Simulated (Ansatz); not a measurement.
Basis sets compared for MoO2Br2 (MoBr₂O₂). Total charge 0; singlet. Geometry B3LYP-D4/def2-SVP. Ansatz on 4 threads of AMD EPYC 7B13 on a shared host; times are rough, and most runs start from earlier orbitals.

```xyz
5

Mo    0.129    0.030    0.055
O     0.566    1.429    0.865
O     1.484   -0.952    0.006
Br   -0.547    0.582   -2.199
Br   -1.633   -1.089    1.273
```

In the def2 sets Mo takes a core potential; there is no spin–orbit coupling. The restricted singlet is unstable towards broken spin symmetry in Hartree–Fock (as tested in another run); at PBE-D4/def2-SVP, PBE-D4/def2-TZVPD, r2SCAN-D4/def2-TZVP, r2SCAN-D4/def2-TZVPD and others this wasn't settled.

Binding counts from free atoms (Mo septet, O triplet, Br doublet) in the same basis, without a counterpoise term.

```json
{"level": "PBE-D4/def2-SVP", "functions": "123", "energy (Eh)": "-5365.5579", "HOMO (eV)": "-7.92", "LUMO (eV)": "-4.52", "binding per atom (eV)": "4.42", "wall time": "1.1 s"}
{"level": "PBE-D4/def2-TZVP", "functions": "198", "energy (Eh)": "-5366.3855", "HOMO (eV)": "-7.98", "LUMO (eV)": "-4.57", "binding per atom (eV)": "4.36", "wall time": "1.8 s"}
{"level": "r2SCAN-D4/def2-TZVP (with forces)", "functions": "198", "energy (Eh)": "-5367.2007", "HOMO (eV)": "-8.35", "LUMO (eV)": "-4.62", "binding per atom (eV)": "4.06", "wall time": "4.2 s"}
{"level": "PBE0-D4/def2-SVP", "functions": "123", "energy (Eh)": "-5365.6431", "HOMO (eV)": "-9.23", "LUMO (eV)": "-4.03", "binding per atom (eV)": "3.88", "wall time": "1.8 s"}
{"level": "PBE0-D4/def2-TZVP", "functions": "198", "energy (Eh)": "-5366.4736", "HOMO (eV)": "-9.24", "LUMO (eV)": "-4.00", "binding per atom (eV)": "3.85", "wall time": "3.1 s"}
```

(1) Estimate the rows for PBE-D4/def2-TZVPD, r2SCAN-D4/def2-TZVPD, PBE0-D4/def2-TZVPD.

## Answers

(1) 
```
               level  functions  energy (Eh)  HOMO (eV)  LUMO (eV)  binding per atom (eV)  wall time
   PBE-D4/def2-TZVPD        234   -5366.3880      -8.00      -4.59                   4.35      2.6 s
r2SCAN-D4/def2-TZVPD        234   -5367.2033      -8.35      -4.61                   4.06      4.7 s
  PBE0-D4/def2-TZVPD        234   -5366.4763      -9.24      -4.01                   3.86      4.4 s
```
